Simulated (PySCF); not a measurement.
# Two-component Hartree-Fock for Yb⁶⁶⁺ (ytterbium, charge +66)

Start: [He] 2s2. Calculated with PySCF 2.14 in an even-tempered Gaussian basis (17 s from 12 bohr⁻², ratio 2.6; 13 p from 16 bohr⁻², ratio 2.6; 7 d from 16 bohr⁻², ratio 2.8; 4 f from 310 bohr⁻², ratio 2.8): generalised Hartree-Fock with the X2C-1e Hamiltonian and a Gaussian nucleus; spin-orbit coupling (SO) screened by Boettger's factors.

```csv
spinor shell,electrons,"ε, screened SO (eV)",weight of nominal j (screened SO),"rms radius, screened SO (bohr)"
1s1/2,2,-69442.5,1.000,0.0222
2s1/2,2,-17072.9,1.000,0.0860
```

```tsv
quantity	screened SO
E (hartree)	-6483.48773
M_J	0
⟨J²⟩	0.000
⟨L²⟩	0.000
⟨S²⟩	0.000
```

Breit and QED terms are absent; they matter most for the inner s and p1/2 levels.

Densities and radii are taken from the X2C orbitals without a picture-change correction, which distorts them close to the nucleus.
